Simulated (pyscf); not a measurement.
`[F][Nb]([F])([F])([F])[SH]`, singlet

Gas-phase minimum from PySCF at ωB97X-D3(BJ)/def2-SVP, one conformer. 

SMILES: [F][Nb]([F])([F])([F])[SH]
```xyz
7

F      0.6497    -0.6507     0.7715
Nb    -1.0635    -0.3598     0.0859
F     -1.0582    -1.9870    -0.7708
F     -2.6609     0.1408    -0.7258
F     -1.7627    -0.1406     1.7730
S     -0.1931     1.5133    -1.0361
H      1.0642     1.3613    -0.5752
```

Bond lengths (Å): F1–Nb2 1.868, Nb2–F3 1.839, Nb2–F4 1.860, Nb2–F5 1.839, Nb2–S6 2.351, S6–H7 1.348. Angles (°): F1–Nb2–F3 91.8, F1–Nb2–F4 171.7, F1–Nb2–F5 91.7, F1–Nb2–S6 87.7, F3–Nb2–F4 92.1, F3–Nb2–F5 122.3, F3–Nb2–S6 118.8, F4–Nb2–F5 92.4, F4–Nb2–S6 84.0, F5–Nb2–S6 118.9, Nb2–S6–H7 95.3.

Properties at ωB97X-D3(BJ)/def2-SVP:

| Quantity | Value |
|---|---|
| Harmonic wavenumbers, unscaled | 92, 122, 194, 196, 207, 249, 252, 372, 427, 668, 693, 733, 744, 760, 2766 cm⁻¹ |
| Zero-point energy | 12.1 kcal/mol |
| Rotational symmetry number | 1 |
| Entropy of this conformer at 298 K and 1 atm, rigid rotor and harmonic oscillator, modes under 100 cm⁻¹ raised to 100 | 376.8 J/(mol K) |
| Dipole moment | 1.05 D |

Single-point totals, which compare only within one level:

```tsv
level	total energy (hartree)
ωB97X-D3(BJ)/def2-TZVP	-855.68516
PBE/def2-TZVP	-855.13197
r²SCAN/def2-TZVP	-855.49765
B3LYP-D3(BJ)/def2-TZVP	-855.68672
PBE0-D3(BJ)/def2-TZVP	-855.10655
M06-2X/def2-TZVP	-855.35363
ωB97M-D3(BJ)/def2-TZVP	-855.69577
```

Soft torsions are taken as harmonic, which can shift the entropy by several J/(mol K). Elements past Kr carry the def2 core potentials, without spin-orbit coupling.
